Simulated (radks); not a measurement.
Results of a calculation; reference values are marked as such.
The nuclear charge of the cobalt ion Co2+ is varied continuously with 25 electrons held in [Ar] 3d7. Level of theory: Dirac Kohn-Sham, BLYP, spin-unpolarised, spherical densities, point nucleus; open shells fill j = l - 1/2 first (a radial shooting solver on a logarithmic mesh with Libxc functionals). By the Hellmann-Feynman theorem dE/dZ = E(electron-nucleus)/Z, the electronic potential at the nucleus.

\begin{tabular}{lrrrrr}
Z & E (hartree) & E(electron-nucleus)/Z (hartree) & HOMO & e(HOMO) (eV) & <r> HOMO (bohr) \\ \hline
26 & -1272.55679 & -117.003 & 3d5/2 & -11.467 & 1.225 \\
26.5 & -1331.81156 & -120.014 & 3d5/2 & -18.623 & 1.114 \\
27 & -1392.56883 & -123.014 & 3d5/2 & -26.981 & 1.027 \\
27.5 & -1454.82432 & -126.007 & 3d5/2 & -36.434 & 0.9580 \\
28 & -1518.57548 & -128.997 & 3d5/2 & -46.906 & 0.9003 \\
\end{tabular}

The central difference of E at Z = 27 is -123.013 hartree, to compare with the third column; the second derivative is -5.99 hartree.
